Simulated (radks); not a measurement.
Task: Isoelectronic series with 55 electrons, each ion in its NIST ground configuration. Calculated with a radial shooting solver on a logarithmic mesh with Libxc functionals: scalar-relativistic Kohn-Sham, PBE, spin-polarised, spherical densities, finite nucleus; open shells are filled with parallel spins first (spin-orbit coupling, left out, can overturn this in heavy ions); Fermi nuclear charge, rms radius of each element as measured or else 0.836 A^(1/3) + 0.57 fm. Total energies (hartree) and orbital eigenvalues (eV) (* marks an orbital that is empty in some or all of the ions):

ion           configuration  E (hartree)    6s up*   5p down*      5p up
Cs                 [Xe] 6s1   -7786.6387   -2.2675   -13.4270   -13.5134
La2+               [Xe] 5d1   -8492.2987  -13.7529   -34.6285   -35.1579
Ce3+               [Xe] 4f1   -8858.7091  -20.7292   -45.7226   -46.1022
Pr4+               [Xe] 4f1   -9234.0428  -29.9315   -61.1521   -61.5124
Nd5+  [Kr] 4d10 4f2 5s2 5p5   -9618.0578  -39.9445   -75.3028   -77.0649
Pm6+  [Kr] 4d10 4f3 5s2 5p4  -10011.4382  -50.7932   -90.0743   -93.5559
Sm7+  [Kr] 4d10 4f4 5s2 5p3  -10414.2818  -62.4355  -105.3853  -110.9563

Estimate the row of Ba+ ([Xe] 6s1).

Result: E (hartree) -8135.0397; 6s up* -7.8655; 5p down* -24.2648; 5p up -24.4019.
